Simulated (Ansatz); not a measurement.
Relaxation of K3Br3⁻ with UKS PBE-D4/def2-SVPD.

```sh
$ ansatz run in.yaml --threads 4 --pin off --events-out ev --progress --plain --max-ram 4787MiB
```

```yaml
crystal:
  periodic: [false, false, false]
  atoms:
    - {symbol: K, position_ang: [-0.847630, -1.162140, -0.753630]}
    - {symbol: K, position_ang: [0.480200, -0.067490, 2.431880]}
    - {symbol: K, position_ang: [-0.557430, 2.405520, -0.199530]}
    - {symbol: Br, position_ang: [-1.392370, 1.057500, -2.751020]}
    - {symbol: Br, position_ang: [0.272720, -2.902740, 1.461880]}
    - {symbol: Br, position_ang: [2.044500, 0.669360, -0.189580]}
basis:
  gaussian: {orbitals: def2-SVPD}
total_charge: -1
magnetization: {spin_polarized: true, initial_magnetization: 1}
hamiltonian: {xc: pbe, dispersion: d4}
scf: {lower_state_search: "off"}
output: {orbitals: {seedname: orbitals}}
relax: {f_tol: 0.02, max_steps: 100}
```

Run time 46 s (4 threads of Arm Neoverse V2 on a shared host).

Positions (Å) and forces (eV/Å) at steps 1, 2, 3, 4, 7 of 7:

```xyz
6
step=1 energy=-259042.4590 eV
K    -0.848   -1.162   -0.754    0.180   -0.248   -0.318
K     0.480   -0.067    2.432    0.265    0.093    0.413
K    -0.557    2.406   -0.200    0.084    0.498   -0.012
Br   -1.392    1.058   -2.751   -0.315    0.030   -0.337
Br    0.273   -2.903    1.462   -0.120   -0.425    0.147
Br    2.045    0.669   -0.190   -0.095    0.052    0.107
6
step=2 energy=-259042.7482 eV
K    -0.715   -1.206   -0.849    0.217   -0.092   -0.177
K     0.606   -0.147    2.556    0.142    0.023    0.189
K    -0.530    2.556   -0.320    0.049    0.233   -0.032
Br   -1.557    1.066   -2.816   -0.167   -0.034   -0.058
Br    0.163   -3.021    1.532   -0.130   -0.121    0.034
Br    2.033    0.752   -0.102   -0.111   -0.009    0.045
6
step=3 energy=-259042.8726 eV
K    -0.558   -1.252   -0.956    0.181   -0.007   -0.080
K     0.694   -0.190    2.650    0.063   -0.016    0.064
K    -0.510    2.670   -0.393    0.021    0.081   -0.038
Br   -1.674    1.048   -2.806   -0.079   -0.037    0.043
Br    0.054   -3.056    1.561   -0.097    0.006   -0.002
Br    1.993    0.780   -0.057   -0.090   -0.027    0.013
6
step=4 energy=-259042.9290 eV
K    -0.371   -1.248   -1.026    0.085   -0.041   -0.073
K     0.722   -0.207    2.671    0.033   -0.014    0.054
K    -0.500    2.697   -0.419    0.001    0.060   -0.025
Br   -1.770    1.004   -2.736   -0.037   -0.023    0.043
Br   -0.070   -3.033    1.559   -0.057    0.023   -0.006
Br    1.989    0.787   -0.048   -0.024   -0.005    0.007
6
step=7 energy=-259042.9639 eV
K    -0.116   -1.307   -1.183    0.000    0.007    0.007
K     0.756   -0.217    2.700   -0.004   -0.003   -0.005
K    -0.487    2.734   -0.441   -0.003   -0.006   -0.001
Br   -1.892    0.895   -2.561    0.004   -0.001    0.005
Br   -0.281   -2.929    1.509    0.001    0.005   -0.002
Br    2.019    0.824   -0.025    0.002   -0.002   -0.003
```

The highest occupied level of the charge -1 doublet lies above zero (up to 0.35 eV). It is a level of α spin, whose loss leaves a singlet; that state wasn't run at this geometry and level. The electron is either unbound and held by the finite basis, or the level is raised by self-interaction error. The relaxation made no stability test and no search for a lower SCF solution. The structure comes from a short search, and lower isomers may exist.
